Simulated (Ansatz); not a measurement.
The cluster Al₃S₃⁺. Charge 1, multiplicity 3. Geometry r2SCAN-D4/def2-SVP, that of the charge +1 singlet; atoms count from 1.

```xyz
6

Al   -0.529    0.426   -0.253
Al   -0.871   -1.754    1.391
Al    2.156    0.722   -0.778
S     0.423    1.925   -1.468
S    -2.371   -0.359    0.538
S     1.193   -0.959    0.570
```

The structure comes from a short search, and lower isomers may exist.

Question: Estimate the Mulliken populations from the PBE0/def2-TZVP orbitals of Ansatz.

Answer: 
| atom | charge (e) | spin (α − β) |
| --- | --- | --- |
| Al1 | 0.47 | -0.01 |
| Al2 | 0.50 | 0.84 |
| Al3 | 0.50 | 0.84 |
| S4 | -0.10 | 0.13 |
| S5 | -0.10 | 0.13 |
| S6 | -0.27 | 0.07 |
Mulliken values depend strongly on the basis.

Question: Where does the spin sit?

Answer: Summed by element: Al 1.67, S 0.33, of 2 unpaired in all. Largest on single atoms: Al2 0.84, Al3 0.84, S4 0.13.

Question: And the Mayer bond orders between heavy atoms (over 0.3)?

Answer: Al1–S4 1.24 (2.15 Å); Al1–S5 1.24 (2.15 Å); Al1–S6 0.81 (2.36 Å); Al2–S5 1.17 (2.22 Å); Al2–S6 0.75 (2.36 Å); Al3–S4 1.17 (2.22 Å); Al3–S6 0.75 (2.36 Å).
